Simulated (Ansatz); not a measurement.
Molecule: CCl₃, charge -1, multiplicity 1. 
Structure (B3LYP-D3(BJ)/def2-TZVP (Ansatz, a first-principles code) minimum search):
```xyz
4

C      0.0015     0.0140     0.7337
Cl    -1.4761    -0.9021    -0.0660
Cl    -0.0422     1.7266    -0.1193
Cl     1.5178    -0.8294    -0.0737
```
Charge -1, spin multiplicity 1.

Basis-set convergence of Hartree-Fock and MP2 correlation energies (hartree) with Ansatz. Correlated levels leave the core frozen unless marked. Spin-orbit coupling is left out. Non-relativistic.

```csv
basis,functions,E(HF),"E(corr, MP2)"
aug-cc-pV(D+d)Z,119,-1416.36538,-0.60995
aug-cc-pV(T+d)Z,211,[?],[?]
```

Problem. Complete the blanks.

Solution. 
- aug-cc-pV(T+d)Z, E(HF): -1416.40895
- aug-cc-pV(T+d)Z, E(corr, MP2): -0.76669
